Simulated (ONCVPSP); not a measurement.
# Cs, ONCV: configuration errors across variants

* Element: caesium (Cs)
* Generator: ONCVPSP 4.0.1
* Type: optimised norm-conserving Vanderbilt (ONCV)
* Functional: PBE
* Relativity: scalar-relativistic
* Frozen core: [Kr] 4d10
* Valence charge: 9
* Reference configuration: 5s2 5p6 6s1
* Partial waves: 5s+6s: rc 3.40 bohr, ncon 4, nbas 8, qcut 3.2 1/bohr, 2 projectors; 5p: rc 1.90 bohr, ncon 5, nbas 9, qcut 4 1/bohr, 2 projectors, debl 3.8 Ha; d scattering state at 0.28 Ha: rc 3.70 bohr, ncon 4, nbas 8, qcut 3 1/bohr, 3 projectors, debl 1.6 Ha
* Local potential: polynomial inside 1.35 bohr (lpopt 4, dvloc0 3 Ha)
* Core correction: Teter function, fcfact 4.5, rcfact 1.1

In the d channel the program set the typed energies aside and used 0.050, 1.650, 3.250 Ha.

All-electron excitation energies from the reference (eV): (1) 5s2 5p6 6s0 3.863; (2) 5s2 5p6 6s0.5 1.471; (3) 5s2 5p6 6s0 6p1 1.371; (4) 5s1 5p6 6s1 31.683.

Errors AE − PS in meV (a dash: test not solved or not reliable):

```tsv
change	(1)	(2)	(3)	(4)	bound ghosts	GHOST(+) flags above zero
base	-0.6	-0.1	+0.1	-351	none	s, d
s: nbas 7	-0.6	-0.1	+0.1	-348	none	s, d
p: debl 1.2	-0.6	-0.1	-0.3	-351	none	s, d
core correction Teter function, fcfact 4.5, rcfact 1.54	-1.5	-0.2	-0.6	-370	none	s, d
core correction polynomial model core, fcfact 0.6	-0.9	-0.2	-0.1	-378	none	s, d
s: qcut 2.9; p: qcut 3.6; d: qcut 2.7	-0.7	-0.1	0.0	-351	none	s, d
```

**Question.** Give the same row for: p: rc 1.66.

**Answer.** -0.6, -0.1, +0.2, -351; bound ghosts: none; GHOST(+) flags above zero: s, d.
